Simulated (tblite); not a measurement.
Species: C5H11AlF2O.
SMILES with atom numbers: `[F:1][CH:2]([F:3])[C@@H:4]1[CH2:5][CH2:6][CH2:7][O+:8]1[AlH3-:9]` (hydrogens: H10 on C2; H11 on C4; H12, H13 on C5; H14, H15 on C6; H16, H17 on C7; H18, H19, H20 on Al9)

Computed with GFN2-xTB (tblite), gas phase: L-BFGS steps from a force-field or distance-geometry start until the largest atomic force falls under 0.01 eV/Å.

Step 64: E = -842.6458 eV
```
atom  x, y, z in Å  |  force x, y, z in eV/Å
F1     -1.5438   -2.6366   -0.0166   -0.036  -0.025   0.006
C2     -0.7479   -1.7051   -0.5878   -0.030  -0.029  -0.007
F3     -1.4794   -1.1518   -1.5825    0.008   0.005  -0.029
C4     -0.3555   -0.6617    0.4675    0.019  -0.005   0.011
C5     -1.4903    0.3342    0.7322   -0.009  -0.005   0.014
C6     -1.1220    1.5021   -0.1816    0.045   0.009   0.004
C7      0.3942    1.4881   -0.0716    0.031   0.044   0.020
O8      0.7496    0.1001   -0.0071   -0.001   0.035   0.021
Al9     2.5491   -0.4608   -0.0628   -0.008  -0.001   0.021
H10     0.1247   -2.2026   -1.0333    0.028   0.019   0.017
H11    -0.0506   -1.2117    1.3647   -0.016  -0.038  -0.034
H12    -1.4858    0.6468    1.7764    0.001  -0.012  -0.006
H13    -2.4597   -0.0996    0.4958   -0.019   0.010   0.023
H14    -1.4323    1.3002   -1.2070   -0.021   0.010   0.021
H15    -1.5505    2.4470    0.1455    0.003  -0.037  -0.013
H16     0.9204    1.9215   -0.9211   -0.007   0.026  -0.001
H17     0.7246    1.9785    0.8516    0.010   0.000  -0.058
H18     2.9402   -0.2025    1.4407   -0.012   0.019   0.010
H19     2.2931   -1.9626   -0.4692    0.025   0.001  -0.005
H20     3.0169    0.5872   -1.1371   -0.011  -0.028  -0.015
```

Step 65: E = -842.6466 eV
```
atom  x, y, z in Å  |  force x, y, z in eV/Å
F1     -1.5547   -2.6295   -0.0178   -0.007  -0.013  -0.017
C2     -0.7498   -1.7064   -0.5914   -0.020  -0.001   0.003
F3     -1.4753   -1.1492   -1.5883    0.011  -0.009  -0.032
C4     -0.3537   -0.6627    0.4628    0.014  -0.009   0.029
C5     -1.4870    0.3327    0.7328   -0.015  -0.007   0.017
C6     -1.1227    1.5009   -0.1815    0.040   0.013  -0.001
C7      0.3936    1.4885   -0.0738    0.031   0.042   0.028
O8      0.7512    0.1010   -0.0086   -0.016   0.024  -0.002
Al9     2.5504   -0.4586   -0.0597   -0.015  -0.011   0.028
H10     0.1224   -2.2094   -1.0332   -0.004   0.017   0.024
H11    -0.0488   -1.2138    1.3585   -0.004  -0.054  -0.015
H12    -1.4757    0.6460    1.7769   -0.001  -0.014  -0.003
H13    -2.4583   -0.1006    0.5038   -0.018   0.008   0.014
H14    -1.4350    1.3002   -1.2062   -0.025   0.006   0.014
H15    -1.5534    2.4436    0.1489    0.012  -0.027  -0.020
H16     0.9207    1.9233   -0.9225   -0.019   0.021   0.004
H17     0.7217    1.9774    0.8504    0.025   0.013  -0.053
H18     2.9387   -0.1947    1.4438   -0.010   0.019   0.008
H19     2.2926   -1.9619   -0.4608    0.026   0.000  -0.004
H20     3.0180    0.5839   -1.1374   -0.004  -0.018  -0.022
```

Step 66: E = -842.6472 eV
```
atom  x, y, z in Å  |  force x, y, z in eV/Å
F1     -1.5614   -2.6253   -0.0192    0.011  -0.002  -0.032
C2     -0.7516   -1.7066   -0.5943   -0.005   0.020   0.007
F3     -1.4738   -1.1472   -1.5925    0.015  -0.018  -0.027
C4     -0.3526   -0.6633    0.4602   -0.001  -0.010   0.031
C5     -1.4848    0.3317    0.7337   -0.012  -0.005   0.015
C6     -1.1226    1.4995   -0.1819    0.017   0.009  -0.002
C7      0.3935    1.4897   -0.0746    0.018   0.021   0.018
O8      0.7527    0.1024   -0.0071   -0.021   0.003  -0.016
Al9     2.5515   -0.4577   -0.0570   -0.017  -0.013   0.025
H10     0.1207   -2.2123   -1.0336   -0.022   0.012   0.023
H11    -0.0496   -1.2173    1.3541    0.010  -0.058   0.001
H12    -1.4679    0.6460    1.7772   -0.004  -0.012   0.006
H13    -2.4580   -0.1006    0.5105   -0.012   0.007   0.006
H14    -1.4363    1.2989   -1.2058   -0.022   0.000   0.005
H15    -1.5561    2.4398    0.1497    0.013  -0.004  -0.019
H16     0.9210    1.9249   -0.9227   -0.021   0.017   0.001
H17     0.7186    1.9791    0.8493    0.042   0.028  -0.028
H18     2.9382   -0.1892    1.4462   -0.008   0.018   0.007
H19     2.2942   -1.9616   -0.4563    0.023  -0.001   0.000
H20     3.0193    0.5798   -1.1391   -0.002  -0.012  -0.021
```

Question: Estimate the geometry and energy of step 67. (The exact step hangs on the optimiser's Hessian estimate; all steps are aligned on step 66, rigid shifts and turns removed.)

Answer: E = -842.6476 eV, largest force 0.066 eV/Å
```
atom  x, y, z in Å  |  force x, y, z in eV/Å
F1     -1.5656   -2.6226   -0.0206    0.018   0.007  -0.039
C2     -0.7531   -1.7061   -0.5961    0.006   0.026   0.006
F3     -1.4728   -1.1460   -1.5958    0.018  -0.021  -0.018
C4     -0.3520   -0.6639    0.4590   -0.016  -0.009   0.022
C5     -1.4835    0.3310    0.7345   -0.006  -0.001   0.011
C6     -1.1220    1.4983   -0.1822   -0.009   0.001   0.003
C7      0.3936    1.4910   -0.0748    0.000  -0.003   0.001
O8      0.7535    0.1036   -0.0059   -0.018  -0.015  -0.018
Al9     2.5519   -0.4572   -0.0548   -0.013  -0.009   0.015
H10     0.1190   -2.2138   -1.0334   -0.025   0.008   0.018
H11    -0.0502   -1.2212    1.3511    0.019  -0.052   0.008
H12    -1.4627    0.6458    1.7775   -0.007  -0.007   0.017
H13    -2.4581   -0.1004    0.5152   -0.006   0.006   0.000
H14    -1.4374    1.2976   -1.2055   -0.015  -0.004   0.000
H15    -1.5579    2.4368    0.1498    0.011   0.020  -0.015
H16     0.9209    1.9265   -0.9227   -0.018   0.013  -0.005
H17     0.7170    1.9813    0.8480    0.055   0.036  -0.002
H18     2.9379   -0.1852    1.4481   -0.007   0.017   0.006
H19     2.2961   -1.9615   -0.4536    0.019  -0.002   0.005
H20     3.0204    0.5764   -1.1409   -0.004  -0.012  -0.014
```

The energy changes by -0.0005 eV. The first-order estimate −F·Δx gives -0.0006 eV and the mean of the old and new forces, exact on a quadratic surface, -0.0005 eV. The step makes an angle of 72° with the force vector and moves no atom by more than 0.005 Å.

The cost below is that of the whole relaxation. On one thread of an Arm Neoverse V1, on a shared host, this took 1.6 s of wall time.
